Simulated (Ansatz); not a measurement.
Mulliken charges of AlH$_{7}$SiSn (`[SiH3][AlH][SnH3]`) from PBE/def2-TZVPP in Ansatz (PBE0-D4/def2-TZVP geometry).

```csv
atom,x (Å),y (Å),z (Å),charge (e)
Si1,-1.728,1.017,-0.987,-0.016
Al2,0.631,0.366,-0.772,0.362
Sn3,1.404,-1.144,1.280,0.197
H4,-2.585,-0.203,-1.056,-0.037
H5,-2.026,1.853,-2.184,-0.038
H6,-2.155,1.780,0.221,-0.037
H7,1.723,0.824,-1.833,-0.100
H8,2.608,-0.374,2.225,-0.111
H9,0.128,-1.541,2.350,-0.109
H10,2.081,-2.629,0.760,-0.111
```

Q: By hand: the dipole of these point charges (1 e Å = 4.8032 D).

A: Σ q r = (0.078, 0.181, -0.302) e Å, of length 0.361 e Å = 1.73 D.

Q: How does the dipole of the full density compare? (Best estimate.)

A: Ansatz gave: (-0.017, 0.081, -0.118) e Å, 0.69 D; the point charges give 2.51 times that, at 20° from its direction.

Point charges leave out the atoms' own dipoles, such as those of lone pairs, and Mulliken's split depends on the basis, so the two needn't agree.
